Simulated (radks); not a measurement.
The table gives one normalised radial function P(r) = r R(r) of Sb3.25+ in [Kr] 5s2 4d(up 5, down 4.75) (r in bohr). Method: scalar-relativistic Kohn-Sham, PBE, spin-polarised, spherical densities, point nucleus; computed with a radial shooting solver on a logarithmic mesh with Libxc functionals.

r	P
0.002602	0.0000
0.003945	0.0001
0.00598	0.0004
0.009065	0.0012
0.01385	0.0037
0.021	0.0111
0.03183	0.0318
0.04825	0.0840
0.07315	0.1962
0.1109	0.3815
0.1694	0.5612
0.2568	0.4828
0.3893	-0.0633
0.5902	-0.8087
0.8947	-1.0784
1.367	-0.7093
2.072	-0.2504
3.142	-0.0392
4.762	-0.0018

Which n and l does it have? It may be an empty orbital.

Answer. n = 4, l = 2: the number of nodes gives n - l - 1 = 1, the rise at small r (about r^(l+1), flatter next to the nucleus through relativity) gives l, and the extent must fit the shell. The curve is that of 4d up; the table hardly tells the two spins apart. 4d up: eigenvalue -67.485 eV, 1 radial node at r = 0.376 bohr, <r> = 1.01 bohr, 90 % of the charge inside 1.55 bohr.
